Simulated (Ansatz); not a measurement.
Total energies of the cluster HgF₂⁺ from Ansatz at r2SCAN-D4/def2-TZVP, gas phase (1 Eh = 27.2114 eV = 2625.5 kJ/mol). The reference geometry is relaxed at PBE-D4/def2-TZVP.

```csv
atom,x (Å),y (Å),z (Å)
Hg1,0.000,0.000,0.000
F2,0.613,1.201,-1.389
F3,-0.613,-1.201,1.389
```

| state | geometry | energy (Eh) |
| --- | --- | --- |
| charge 1 doublet | reference | -352.78586 |
| charge 0 singlet | reference | -353.24432 |
| charge 1 quartet | relaxed at PBE-D4/def2-TZVP | -352.67728 |

In the def2 sets Hg takes a core potential; there is no spin–orbit coupling.

Q: Work out the vertical electron affinity, to the singlet.

A: E(charge 1 doublet) − E(charge 0 singlet) = -352.78586 − (-353.24432) = 0.45846 Eh = 12.48 eV.

Q: Which of the charge 1 states is lowest, and how far above it are the others?

A: The doublet. quartet: -352.67728 − (-352.78586) = 0.10858 Eh = 285.1 kJ/mol. The quartet has fallen apart, so its energy is that of loose fragments and no spin gap. The quartet differs in its bonds from the reference.

The structure comes from a short search, and lower isomers may exist.
